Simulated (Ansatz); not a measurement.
ClFGaHO (`[OH][Ga]([F])[Cl]`). Total charge 0; spin multiplicity 1. The geometry is a stationary point of PBE0-D4/def2-TZVP. It is one conformer, not always the lowest.

```xyz
5

O     0.848   -0.512    0.962
Ga   -0.328    0.195   -0.143
F    -0.049    0.058   -1.857
Cl   -2.050    1.192    0.535
H     1.580   -0.933    0.503
```

Problem. What is the dipole moment at ωB97M-V/def2-TZVPP? (An estimate is asked.)

Solution. The calculation gave: 1.20 D, with components (1.02, -0.60, 0.23) D in this frame, pointing from negative to positive charge.

Problem. And with PBE, r2SCAN, B3LYP? (Best estimate.)

Solution. The calculation gave: PBE 1.24 D, r2SCAN 1.27 D, B3LYP 1.20 D.

Problem. Give the Mulliken charges with ωB97M-V, B3LYP, r2SCAN in def2-TZVPP. (Estimate.)

Solution. Ansatz gave: 
```
atom  ωB97M-V  B3LYP  r2SCAN
  O1    -0.38  -0.37   -0.39
 Ga2     0.76   0.75    0.76
  F3    -0.37  -0.36   -0.36
 Cl4    -0.20  -0.21   -0.22
  H5     0.18   0.19    0.21
```

B3LYP here is the variant with VWN-RPA as its local correlation; programs differ in this.
